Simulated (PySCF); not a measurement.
BHFCl, SMILES ClBF. Atoms are numbered in the order given.

```xyz
4

B     -0.5310     0.5766     0.0000
H     -1.7035     0.7788     0.0000
F      0.3143     1.5787     0.0000
Cl     0.0900    -1.0512     0.0000
```

Geometry optimised at PBE0-D3(BJ)/def2-TZVP.

The numbers are results of CAM-B3LYP/def2-TZVPD (PySCF), not measurements.

Symmetry labels are those of the subgroup Cs that the program uses (full group Cs).

Computed valence orbital energies around the gap with their symmetry:
| orbital | symmetry | energy (eV) |
|---|---|---|
| HOMO−7 | A' | -25.57 |
| HOMO−6 | A' | -17.94 |
| HOMO−5 | A' | -15.84 |
| HOMO−4 | A" | -15.35 |
| HOMO−3 | A' | -15.07 |
| HOMO−2 | A' | -12.12 |
| HOMO−1 | A" | -11.55 |
| HOMO | A' | -10.94 |
| LUMO | A" | -0.06 |
| LUMO+1 | A' | 0.59 |
| LUMO+2 | A' | 1.31 |
| LUMO+3 | A' | 1.52 |
